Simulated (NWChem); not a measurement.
# HBrPb

```xyz
3

Pb    -0.5357     0.5680     0.0000
H      0.7632     1.9002     0.0000
Br     1.2332    -1.3849     0.0000
```
Charge 0, spin multiplicity 1.

All runs are NWChem calculations. All single points use one geometry, from PBE0/def2-SVP with def2 effective core potentials on Pb, a minimum by its harmonic frequencies.

Symmetry labels belong to the abelian group Cs used in the runs, with the axes of the coordinates shown.

Effective core potentials replace the inner electrons of Pb; spin-orbit coupling is left out. The structure started from a generated list of species.

List the lowest 6 singlet excitations that TD-PBE0/def2-SVPD with def2 effective core potentials on Pb gives, with oscillator strengths.


| state | symmetry | energy (eV) | wavelength (nm) | f |
|---|---|---|---|---|
| 1 | a" | 2.65 | 468 | 0.004 |
| 2 | a" | 3.81 | 325 | 0.004 |
| 3 | a' | 4.07 | 305 | 0.021 |
| 4 | a" | 4.40 | 282 | 0.002 |
| 5 | a' | 4.61 | 269 | 0.046 |
| 6 | a" | 5.57 | 223 | 0.005 |
